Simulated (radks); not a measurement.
Results of a calculation; reference values are marked as such.
Ce-, configuration [Xe] 4f1 5d2 6s2. Code: a radial shooting solver on a logarithmic mesh with Libxc functionals. Model: scalar-relativistic Kohn-Sham, LDA (Slater exchange, VWN5 correlation), spin-unpolarised, spherical densities, point nucleus; hard spherical wall at 4 bohr.

Unscreened Slater integrals over Kohn-Sham orbitals (hartree). Empty in this configuration: 6p.

| integral | value |
|---|---|
| F0(6s,6s) | 0.35622 |
| F0(6s,5d) | 0.37426 |
| G2(6s,5d) | 0.11308 |
| F0(6s,4f) | 0.44364 |
| G3(6s,4f) | 0.043484 |
| F0(6s,5p) | 0.40097 |
| G1(6s,5p) | 0.060581 |
| F0(6s,6p) | 0.35799 |
| G1(6s,6p) | 0.22891 |
| F0(5d,5d) | 0.40559 |
| F2(5d,5d) | 0.23022 |
| F4(5d,5d) | 0.15892 |
| F0(5d,4f) | 0.48259 |
| F2(5d,4f) | 0.15379 |
| F4(5d,4f) | 0.083072 |
| G1(5d,4f) | 0.096365 |
| G3(5d,4f) | 0.073571 |
| G5(5d,4f) | 0.055050 |
| F0(5d,5p) | 0.44190 |
| F2(5d,5p) | 0.22980 |
| G1(5d,5p) | 0.27331 |
| G3(5d,5p) | 0.17240 |
| F0(5d,6p) | 0.37672 |
| F2(5d,6p) | 0.18583 |
| G1(5d,6p) | 0.079607 |
| G3(5d,6p) | 0.081119 |
| F0(4f,4f) | 0.81965 |
| F2(4f,4f) | 0.37343 |
| F4(4f,4f) | 0.23105 |
| F6(4f,4f) | 0.16531 |
| F0(4f,5p) | 0.58237 |
| F2(4f,5p) | 0.22200 |
| G2(4f,5p) | 0.13857 |
| G4(4f,5p) | 0.10242 |
| F0(4f,6p) | 0.45953 |
| F2(4f,6p) | 0.14274 |
| G2(4f,6p) | 0.049474 |
| G4(4f,6p) | 0.047214 |
| F0(5p,5p) | 0.50298 |
| F2(5p,5p) | 0.27224 |
| F0(5p,6p) | 0.40835 |
| F2(5p,6p) | 0.17817 |
| G0(5p,6p) | 0.044084 |
| G2(5p,6p) | 0.067395 |
| F0(6p,6p) | 0.36129 |
| F2(6p,6p) | 0.18637 |

Derived for the open shells (J is the average intra-shell exchange parameter used in DFT+U). 4f: F4/F2 = 0.619, F6/F2 = 0.443, J = (286 F2 + 195 F4 + 250 F6)/6435 = 0.03002 hartree. 5d: Racah B = F2/49 - 5 F4/441 = 0.002897 hartree, C = 35 F4/441 = 0.01261 hartree, C/B = 4.35, F4/F2 = 0.690, J = (F2 + F4)/14 = 0.02780 hartree.
